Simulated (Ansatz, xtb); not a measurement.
**Two structures of Br3H2NTi**

Structure a: a singlet given by its coordinates. Structure b: a singlet given by its coordinates. Both are isolated molecules in the gas phase, relaxed with PBE0-D4/def2-SVP.

a (Å):

```xyz
7

Br    1.2334   -1.8200    0.7932
Br    0.0879    1.3341    1.9283
Br    1.3966    1.2263   -2.1039
N    -1.3240   -0.2994   -0.9100
Ti    0.1984    0.0387   -0.4373
H    -2.2288   -0.5248   -1.3237
H     0.6976   -0.0231    2.0078
```

Close contacts (Å): Br1–Ti5 2.46, Br2–Ti5 2.70, Br3–Ti5 2.37, N4–Ti5 1.63, Br2–H7 1.49, N4–H6 1.02, Ti5–H6 2.64, Ti5–H7 2.50.

b (Å):

```xyz
7

Br    0.9490   -1.6149    0.1259
Br    2.3441    1.6489   -1.5225
Br   -1.4192    1.0852   -1.1992
N     0.7204    1.4704    1.4030
Ti    0.6705    0.6710   -0.2277
H     0.9738    2.4457    1.5528
H     0.4490    1.0137    2.2721
```

Close contacts (Å): Br1–Ti5 2.33, Br2–Ti5 2.33, Br3–Ti5 2.34, N4–Ti5 1.82, N4–H6 1.02, N4–H7 1.02, Ti5–H6 2.53, Ti5–H7 2.53.

Quicker runs give these differences E(b) − E(a): GFN2-xTB −67.2 kcal/mol; HF/STO-3G −98.7 kcal/mol (at GFN2-xTB geometries).

Question: Estimate E(b) − E(a) at the level PBE0-D4/def2-SVP.

Answer: Calculated at PBE0-D4/def2-SVP: E(b) − E(a) = −52.0 kcal/mol, so structure b lies lower.

Level by level:

```csv
level,geometry,E(b) − E(a) (kcal/mol),departure from the last row (kcal/mol),"job, with rough time for the two"
GFN2-xTB,GFN2-xTB,−67.2,−15.2,"optimisation, 0.52 s"
HF/STO-3G,GFN2-xTB,−98.7,−46.7,"single point, 2.6 s"
r2SCAN-D4/def2-SVP,GFN2-xTB,−57.5,−5.6,"single point, 15 s"
PBE0-D4/def2-SVP,PBE0-D4/def2-SVP,−52.0,,"optimisation, 3.8 min"
```

None of the levels shown reverses the order. The largest departure from PBE0-D4/def2-SVP is that of HF/STO-3G, 46.7 kcal/mol. No coupled-cluster energies are at hand for both structures.

With thermal terms from frequencies at re-optimised GFN2-xTB minima (ideal gas, soft modes damped towards free rotors, one conformer each, 298.15 K, 1 atm): the zero-point term adds +2.9 kcal/mol; ΔH is −49.5 and ΔG −48.6 kcal/mol.

Codes used: Ansatz 0.2.0, xtb 6.7.1; the last row on 2 threads of Arm Neoverse V2 on a shared host.
